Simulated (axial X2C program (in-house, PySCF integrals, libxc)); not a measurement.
**ScS⁺: from Re and ωe to a spectrum**

A bond curve at the PBE0 level, 2c, was computed with an in-house relativistic program for diatomic molecules (basis Sc dyall-cv3z [10s11p7d5f2g], S dyall-av3z [9s8p3d2f] (cores contracted in-house)) for the state Ω = 0 (closed shell). Its fit gives Re = 2.0709 Å, ωe = 638.2 cm⁻¹, ωexe = 1.57 cm⁻¹ and αe = 7.162e-04 cm⁻¹; the masses are 44.9559 and 31.9721 u. Two-component means X2C with spin–orbit coupling and atomic mean-field Coulomb and Gaunt terms.

Problem. Find the reduced mass, Be and the force constant.

Solution. From the PBE0 values: μ = 18.6842 u. Be = 16.8576/(μ Re²) = 0.2104 cm⁻¹. k = 5.8918×10⁻⁷ μ ωe² = 4.48 mdyn/Å.

Problem. Estimate the centrifugal constant by the Kratzer relation.

Solution. D = 4Be³/ωe² = 9.14e-08 cm⁻¹.

Problem. Where do the fundamental and the first overtone lie?

Solution. ν(1←0) = ωe − 2ωexe = 635.1 cm⁻¹; ν(2←0) = 2ωe − 6ωexe = 1267.0 cm⁻¹.

Problem. A Morse curve ties αe to the other constants (Pekeris). How well does that hold?

Solution. αe(Morse) = 6Be²/ωe × (√(ωexe/Be) − 1) = 7.206e-04 cm⁻¹; the PBE0 curve gives 7.162e-04 cm⁻¹, a ratio of 1.01.

Problem. Give B0, the J = 1←0 line in GHz and the most populated J at 300 K (kT = 208.5 cm⁻¹).

Solution. B0 = Be − αe/2 = 0.21 cm⁻¹; 2B0 = 12.59 GHz; J(max) ≈ √(kT/2B0) − 1/2 = 21.8, so J = 22.

The state is one determinant whose occupation by symmetry is held fixed; it was picked as the lowest of a PBE0 search that is not exhaustive.
